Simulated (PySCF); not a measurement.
Harmonic spectrum computed at PBE0 in the def2-TZVP basis family (core potentials from Rb on, PySCF, no spin–orbit coupling):

```json
{"symmetry": "e", "ω (cm⁻¹)": "413", "IR (km/mol, summed over degenerate members)": "1.5"}
{"symmetry": "e", "ω (cm⁻¹)": "836", "IR (km/mol, summed over degenerate members)": "51.6"}
{"symmetry": "a1", "ω (cm⁻¹)": "864", "IR (km/mol, summed over degenerate members)": "4.3"}
{"symmetry": "a1", "ω (cm⁻¹)": "931", "IR (km/mol, summed over degenerate members)": "119"}
{"symmetry": "e", "ω (cm⁻¹)": "1797", "IR (km/mol, summed over degenerate members)": "520"}
{"symmetry": "a1", "ω (cm⁻¹)": "1906", "IR (km/mol, summed over degenerate members)": "235"}
```

Question: Which molecule gave it? In each, all ligands are bound to the one heavy central atom.
A. H₃MoN (singlet)
B. H₃SeN (singlet)
C. H₃TeN (singlet)
D. H₃WN (singlet)
E. H₃SN (singlet)

Answer: C. It has C3v symmetry with Te–H 1.719 Å (×3), Te–N 1.811 Å.
